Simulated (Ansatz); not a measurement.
Start from `B[SiH2]C[SiH3]` and change one atom or group to get `[SiH3]C[SiH2]Br`.

Ansatz, PBE0-D4/def2-TZVP geometries, multiplicity 1. Each molecule was computed in one conformer, which needn't be the lowest.

Scalar relativity is left out up to krypton. Spin–orbit coupling is left out; it splits and shifts lone-pair levels of the heavy atoms by tenths of an eV.

```csv
property,`B[SiH2]C[SiH3]`
LUMO energy (PBE0/def2-TZVPP) / eV,-2.43
LUMO energy (ωB97M-V/def2-TZVPP) / eV,-0.47
size of the dipole moment (PBE/def2-TZVPP) / D,1.03
HOMO–LUMO gap (B3LYP/def2-TZVPP) / eV,5.20
HOMO energy (ωB97M-V/def2-TZVPP) / eV,-10.16
size of the dipole moment (B3LYP/def2-TZVPP) / D,1.08
```

(1) Give the same properties after the change, and the shifts. (An estimate is asked.)

Answers

(1) Ansatz gave: 
| property | `[SiH3]C[SiH2]Br` | shift |
| --- | --- | --- |
| LUMO energy (PBE0/def2-TZVPP) / eV | -0.27 | 2.16 |
| LUMO energy (ωB97M-V/def2-TZVPP) / eV | 1.52 | 1.99 |
| size of the dipole moment (PBE/def2-TZVPP) / D | 1.35 | 0.32 |
| HOMO–LUMO gap (B3LYP/def2-TZVPP) / eV | 7.56 | 2.36 |
| HOMO energy (ωB97M-V/def2-TZVPP) / eV | -10.46 | -0.30 |
| size of the dipole moment (B3LYP/def2-TZVPP) / D | 1.42 | 0.34 |

With PBE0 the HOMO falls by 0.26 eV and the LUMO rises by 2.16 eV, so the gap widens by about 2.42 eV. PBE moves the HOMO by -0.20 eV and ωB97M-V by -0.30 eV. Dipoles are sizes alone; their direction can turn.

B3LYP here is the variant with VWN-RPA as its local correlation; programs differ in this.
